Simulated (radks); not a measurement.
Spherical quantum dot in the effective-mass picture: electrons in a hard-walled sphere of radius 3.03, with a point charge +1 (a donor) at the centre, all in effective atomic units (hartree* = m*/eps^2 hartree, bohr* = eps/m* bohr), one dielectric constant everywhere. Calculated with a radial shooting solver with Libxc functionals: non-relativistic Kohn-Sham, LDA (Slater exchange, Perdew-Wang correlation), spin-polarised, spherical densities. Levels are named by radial order and angular momentum (1s, 1p, 1d, 2s, ...), and open shells are averaged over m. Results are scaled to m* = 0.085 and eps = 15.6, for which hartree* = 9.504 meV and bohr* = 9.712 nm.

N = 23, configuration 1s2 1p6 1d10 2s(up 1, down 0) 1f(up 4, down 0). This is the lowest configuration that the search found. Occupied and some empty levels:

level,occupation,eigenvalue (meV),<r> (nm)
1s up,1,93.283,18.34
1s down,1,94.011,18.52
1p up,3,96.596,20.07
1p down,3,97.248,20.06
1d up,5,101.56,20.93
1d down,5,102.22,20.92
2s up,1,106.45,11.97
2s down,0,108.02,12.18
1f up,4,108.17,21.58
1f down,0,108.84,21.57
1g up,0,116.32,22.10
1g down,0,117.00,22.10
2p up,0,118.97,14.96
2p down,0,119.82,15.11
2d up,0,130.61,16.61
2d down,0,131.24,16.67

Energy (meV): total 1266.00, kinetic 403.18, external -116.85, Hartree 1097.5, exchange-correlation -117.81.

Electron density:

r (nm),n(r) (e/nm^3)
0.829,0.0006704
2.29,0.0004938
3.76,0.0003644
5.22,0.0002722
6.69,0.0002098
8.15,0.0001724
9.62,0.0001566
11.1,0.0001604
12.5,0.0001823
14.0,0.0002199
15.5,0.0002691
16.9,0.0003229
18.4,0.0003708
19.9,0.0003988
21.3,0.0003937
22.8,0.0003465
24.3,0.0002605
25.7,0.0001549
27.2,0.00006064
28.7,7.059e-06
